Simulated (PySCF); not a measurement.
Species: C6H9N2 (doublet state).
SMILES with atom numbers: `[NH2:1][C:2]1[CH:3]=[CH:4][CH:5]=[C:6]([NH2:7])[CH2:8]1` (hydrogens: H9, H10 on N1; H11 on C3; H12 on C4; H13 on C5; H14, H15 on N7; H16, H17 on C8)

Cartesian coordinates in Å at the GFN2-xTB level; atoms count from 1:
```
atom  x, y, z in Å
N1     2.4521   -0.7328    0.5229
C2     1.2498   -0.0997    0.2212
C3     1.1618    1.2405   -0.0103
C4    -0.0719    1.8653   -0.2327
C5    -1.2530    1.1126   -0.2135
C6    -1.2376   -0.2298    0.0211
N7    -2.3856   -1.0148   -0.0348
C8     0.0373   -0.9804    0.2634
H9     2.5094   -1.7023    0.2464
H10    3.2769   -0.2041    0.2808
H11    2.0660    1.8336   -0.0224
H12   -0.1125    2.9255   -0.4194
H13   -2.1996    1.6060   -0.3879
H14   -3.2496   -0.4966    0.0263
H15   -2.3743   -1.8362    0.5525
H16   -0.0085   -1.4892    1.2416
H17    0.1323   -1.7857   -0.4851
```

The hyperfine couplings belong to this conformer and change with its torsions.

Method: UKS B3LYP, pcH-1 on C H N, non-relativistic, mean-field spin-orbit, GIAO (PySCF 2.14.0). Geometry: GFN2-xTB; no solvent, vibrations or thermal averaging. Couplings are sensitive to structure, and on GFN2-xTB geometries they can be far from those on DFT ones. The SCF solution wasn't tested for stability. ⟨S²⟩ is 0.779 where a pure state has 0.75.

(1) Predict the first-order ENDOR lines of N1/N7, H16/H17, H12, H11/H13 and H9/H10/H14/H15 under fast tumbling at B = 349.3 mT (X band).

(2) Which pairs are centred on the nuclear Larmor frequency, and which on half the coupling?

(3) At what field would the lower line of H12 fall to zero frequency?

Results:

(1) For S = 1/2 in fast tumbling each set of equivalent nuclei gives two lines, ν± = |νn ± a/2| to first order, with νn = g_N μN B/h and μN/h = 7.62259 MHz/T.

| nuclei | isotope | g_N | νn (MHz) | a_iso (MHz) | lower line (MHz) | upper line (MHz) |
| --- | --- | --- | --- | --- | --- | --- |
| N1/N7 | 14N | 0.4038 | 1.08 | 9.73 | 3.79 | 5.94 |
| H16/H17 | 1H | 5.5857 | 14.87 | 114.63 | 42.44 | 72.19 |
| H12 | 1H | 5.5857 | 14.87 | -33.88 | 2.07 | 31.81 |
| H11/H13 | 1H | 5.5857 | 14.87 | 8.28 | 10.73 | 19.01 |
| H9/H10/H14/H15 | 1H | 5.5857 | 14.87 | 6.71 | 11.52 | 18.23 |

(2) Centred on νn, since |a| < 2νn: H11/H13 and H9/H10/H14/H15. Centred on |a|/2 and split by 2νn: N1/N7, H16/H17 and H12.

(3) Where νn = |a|/2, that is B = 16.94 MHz/(5.5857 × 7.62259 MHz/T) = 398 mT, as far as first order holds there.

Nuclei that the bonding pattern makes equivalent are averaged, as if the motion that swaps them (rotation, inversion, ring flip) were fast. The 1H value of +6.7 MHz is a mean of couplings from 1.0 to 12.4 MHz in this one geometry, not an average over conformers.

The Mulliken spin populations are largest on C4 (+0.51), C2 (+0.34), C6 (+0.34) and C3 (-0.19). Three atoms exceed +0.15. The angles at C4 add up to 360.0°, so it is planar.

The SMILES draws the unpaired electron on C2; the largest computed Mulliken spin population is on C4 (0.51 against 0.34).
